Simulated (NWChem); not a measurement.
# CH$_{3}$Be cation; SMILES [Be+][CH3]

Program: NWChem. Pople sets run with spherical d functions. The geometry was optimised at PBE0/def2-SVP. Vertical excitations in the gas phase; the lowest state need not have the same character in each row.

```
level                                     lowest excitation, singlet (eV)  oscillator strength of that lowest state  orbital gap (eV)
----------------------------------------  -------------------------------  ----------------------------------------  ----------------
PBE/6-31+G*, TDA                                                     4.36                                     0.185              3.46
B3LYP/6-31+G*, TDA                                                      …                                         …                 …
LDA (Slater exchange, VWN5)/6-31+G*, TDA                             4.31                                     0.173              3.47
BHandHLYP/6-31+G*, TDA                                               4.71                                     0.194              7.28
```

Task: Complete the blanks.

Result: 
- B3LYP/6-31+G*, TDA, lowest excitation, singlet (eV): 4.48
- B3LYP/6-31+G*, TDA, oscillator strength of that lowest state: 0.190
- B3LYP/6-31+G*, TDA, orbital gap (eV): 4.92
